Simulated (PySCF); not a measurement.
From computed data to an observable: oscillator strength and radiative lifetime

C4H6ClF, SMILES C[C@H](/C=C\Cl)F.

Geometry: TPSSh-D3(BJ)/def2-SVP. The structure was generated by enumeration; whether it is a known compound was not checked. The values are those of a single conformer.

TDDFT-PBE/def2-SVPD (PySCF) puts the first singlet state with f over 0.02 at 6.00 eV (vertical), with the transition dipole (0.785, 0.178, -0.335) in atomic units.

Q: Find the oscillator strength, the wavelength and the radiative lifetime that this transition would have in vacuum if emission retraced absorption.

A: 
|μ|² = 0.7601 au, so |μ| = 2.22 D. ΔE = 6.00/27.211 = 0.2205 hartree. f = (2/3) ΔE |μ|² = 0.112 (the program prints 0.112).
λ = 1239.84/6.00 = 207 nm; ν = 48393 cm⁻¹.
Einstein's coefficient A = 0.6670 ν² f s⁻¹ (ν in cm⁻¹) = 1.7e8 s⁻¹, so τ = 1/A = 5.7 ns. This state is S1. The figure is the radiative limit of this one transition; relaxation, internal conversion, crossing to triplets and a medium change what is measured.
